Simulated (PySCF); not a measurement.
AsH4In, SMILES [AsH2][InH2]. Geometry: r2SCAN-D4/def2-TZVP. The def2 effective core potentials stand for the cores of In; spin–orbit coupling is left out.

Computed equilibrium geometry at r2SCAN-D4/def2-TZVP (PySCF confirms it by a frequency run) as Cartesian coordinates in Å, and its point group:
point group Cs.
```xyz
6

In     1.0362     0.0027     0.0000
As    -1.5537    -0.0618     0.0000
H     -1.6233     0.9843     1.1017
H     -1.6233     0.9843    -1.1017
H      1.8726    -0.0294     1.5072
H      1.8726    -0.0294    -1.5072
```
